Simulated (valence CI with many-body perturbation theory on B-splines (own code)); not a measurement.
## Ba5+: electric-dipole lines

Level of theory: valence CI with perturbative core correlation (CI+MBPT): five valence electrons over a frozen Dirac-Fock core [Kr] 4d10, a basis of 11 s, 11 p, 10 d, 8 f, 5 g, 2 h functions for each j, with the one-electron correlation potential Σ1 (screened to all orders), the two-electron term Σ2, the three-electron term Σ3, Breit, model QED; selected single and double excitations, second order for the rest, scaled by the run's own slope (own B-spline code, finite nucleus).

Set against measurement, 45 paired levels are off by 340 cm⁻¹ on average, the worst by 785. These come from a selection out of Sansonetti and Curry, J. Phys. Chem. Ref. Data 39, 043103 (2010). Levels without a partner in it may be off by more, other configurations by several thousand cm⁻¹. Among the levels kept, up to 2800 cm⁻¹ of a level comes from second order outside the variational space, and about a tenth of that is noise between levels of different J, which matters for small intervals. 1 measured level below the end of the list, from 200938 cm⁻¹ on, found no clear computed partner.

Lines 251 to 300 of 584 in falling wavelength, among levels below 40.957 eV, chosen from the strongest by gf and those to the six lowest levels. Wavelengths and rates use the calculated energies, so an error of 300 cm⁻¹ moves a line at 744.1 Å by 0.22 % and its rate by three times that or more. Electric multipoles are in the length gauge, E1 and E2 with the static RPA response of the core. Weak lines are less certain than strong ones. Lines between different terms over intervals too small for the method are left out, as are lines whose strength nearly cancels. Where a level lies close to another of its J and parity, the split of strength between their lines is uncertain. The highest levels of a list are the least certain.

Names give the largest LS component (configuration and term), which can be under half, so a name can repeat, a term be missing and a line seem to break the LS rules; names also repeat where a configuration has a term twice. Letters in brackets count levels of one name in rising energy.

```tsv
λ vac (Å)	λ from measured levels	Upper	Lower	A (s⁻¹)	S (a.u.)
756.5		4f.5s.5p3 4G_7/2 [a]	4f.5s2.5p2 4G°_7/2 [a]	2.32e+08	3.98e-01
754.3		4f.5s.5p3 2H_11/2 [a]	4f.5s2.5p2 2G°_9/2 [a]	1.54e+08	3.91e-01
753.2		5s.5p3.5d 4F°_9/2 [b]	5s2.5p2.5d 2F_7/2 [a]	8.38e+07	1.77e-01
751.4		5p5 2P°_1/2	5s2.5p2.5d 2P_3/2 [a]	4.25e+08	1.78e-01
751.2		4f.5s.5p3 2G_9/2 [b]	4f.5s2.5p2 4F°_9/2	1.02e+08	2.13e-01
751.1		5s2.5p2.6p 4P°_1/2	5s2.5p2.5d 4F_3/2	3.31e+08	1.39e-01
750.3		4f.5s.5p3 4G_5/2 [a]	4f.5s2.5p2 4G°_5/2	5.80e+08	7.26e-01
749.7		4f.5s.5p3 4G_9/2 [b]	4f.5s2.5p2 2G°_7/2	1.14e+08	2.38e-01
748.5		4f.5s.5p3 2G_7/2 [a]	4f.5s2.5p2 2D°_5/2 [a]	9.18e+07	1.52e-01
748.1		4f.5s.5p3 2D_5/2 [a]	4f.5s2.5p2 4D°_5/2	2.82e+08	3.50e-01
745.3		5s.5p3.5d 4F°_5/2	5s2.5p2.5d 4F_5/2	1.30e+08	1.59e-01
745.1		4f.5s.5p3 2G_7/2 [a]	4f.5s2.5p2 4G°_7/2 [b]	1.01e+08	1.65e-01
744.6		4f.5s.5p3 2D_3/2 [a]	4f.5s2.5p2 4F°_5/2	2.04e+08	1.66e-01
744.3		4f.5s.5p3 2P_3/2	4f.5s2.5p2 2D°_5/2 [a]	1.46e+08	1.18e-01
744.1	742.9	5s.5p4 2D_3/2	5s2.5p3 2D°_5/2	4.95e+07	4.02e-02
743.9		4f.5s.5p3 4F_7/2 [b]	4f.5s2.5p2 4D°_7/2	7.21e+07	1.17e-01
743.4		5p5 2P°_3/2	5s.5p4 2D_3/2	3.60e+08	2.92e-01
741.0		4f.5s.5p3 4P_3/2	4f.5s2.5p2 4D°_5/2	4.62e+08	3.71e-01
738.9		4f.5s.5p3 4G_7/2 [a]	4f.5s2.5p2 4G°_5/2	9.78e+07	1.56e-01
737.6		4f.5s.5p3 4D_7/2 [a]	4f.5s2.5p2 4G°_7/2 [a]	3.72e+08	5.89e-01
737.3		4f.5s.5p3 2G_9/2 [c]	4f.5s2.5p2 2H°_9/2	2.09e+08	4.13e-01
737.1		5s.5p3.5d 4F°_3/2	5s2.5p2.5d 4F_3/2	2.09e+08	1.65e-01
735.4		4f.5s.5p3 2H_11/2 [b]	4f.5s2.5p2 2H°_11/2	7.86e+08	1.85e+00
733.3		4f.5s.5p3 4G_11/2 [b]	4f.5s2.5p2 2G°_9/2 [b]	3.22e+08	7.53e-01
733.2		5s.5p3.5d 4F°_9/2 [b]	5s2.5p2.5d 4F_7/2	2.06e+08	4.02e-01
732.3		4f.5s.5p3 2H_9/2	4f.5s2.5p2 4G°_7/2 [b]	2.14e+08	4.15e-01
732.2		4f.5s.5p3 4F_7/2 [b]	4f.5s2.5p2 2D°_5/2 [a]	1.73e+08	2.68e-01
728.4		4f.5s.5p3 4H_9/2	4f.5s2.5p2 4G°_7/2 [a]	4.98e+08	9.50e-01
728.3		5s.5p3.5d 4G°_9/2	5s2.5p2.5d 4F_7/2	5.22e+08	9.96e-01
727.2		4f.5s.5p3 4D_1/2 [b]	4f.5s2.5p2 2D°_3/2 [a]	5.06e+08	1.92e-01
726.8		4f.5s.5p3 4D_5/2 [a]	4f.5s2.5p2 4G°_7/2 [a]	9.87e+07	1.12e-01
716.4	714.7	5s.5p4 4P_3/2	5s2.5p3 4S°_3/2	7.06e+08	5.12e-01
716.2		4f.5s.5p3 4H_7/2	4f.5s2.5p2 4G°_5/2	5.23e+08	7.58e-01
715.5	714.2	5s.5p4 2D_5/2	5s2.5p3 2D°_5/2	7.11e+08	7.71e-01
713.3	712.5	5s2.5p2.5d 2P_3/2 [a]	5s2.5p3 2P°_1/2	1.38e+08	9.86e-02
713.2		4f.5s.5p3 2G_9/2 [b]	4f.5s2.5p2 2G°_7/2	2.64e+08	4.73e-01
710.9		4f.5s.5p3 4D_5/2 [b]	4f.5s2.5p2 2D°_3/2 [a]	1.50e+08	1.60e-01
710.8		4f.5s.5p3 2D_3/2 [b]	4f.5s2.5p2 2F°_5/2 [a]	6.91e+08	4.90e-01
710.7	709.7	5s.5p4 2D_3/2	5s2.5p3 2D°_3/2	1.11e+09	7.85e-01
708.2		4f.5s.5p3 4G_9/2 [b]	4f.5s2.5p2 4F°_7/2	2.50e+08	4.39e-01
708.0		4f.5s.5p3 2G_9/2 [b]	4f.5s2.5p2 2G°_9/2 [b]	6.11e+08	1.07e+00
706.3		4f.5s.5p3 2D_5/2 [b]	4f.5s2.5p2 2F°_7/2 [a]	2.15e+08	2.25e-01
706.2		4f2.5s2.5p 4G°_7/2 [a]	5s2.5p2.5d 4F_5/2	1.87e+08	2.60e-01
705.7		4f.5s.5p3 2F_5/2 [a]	4f.5s2.5p2 4F°_3/2	1.46e+08	1.52e-01
705.7		4f.5s.5p3 2H_11/2 [b]	4f.5s2.5p2 4F°_9/2	1.85e+08	3.85e-01
704.4		4f.5s.5p3 2D_3/2 [c]	4f.5s2.5p2 2F°_5/2 [b]	6.03e+08	4.16e-01
703.8		4f.5s.5p3 4F_3/2 [b]	4f.5s2.5p2 4G°_5/2	3.39e+08	2.34e-01
703.4		4f.5s.5p3 2G_9/2 [a]	4f.5s2.5p2 2G°_9/2 [a]	1.28e+08	2.20e-01
702.0		4f.5s.5p3 2F_5/2 [b]	4f.5s2.5p2 4F°_7/2	1.20e+08	1.23e-01
701.6	700.0	5s.5p4 4P_1/2	5s2.5p3 4S°_3/2	7.38e+08	2.51e-01
```
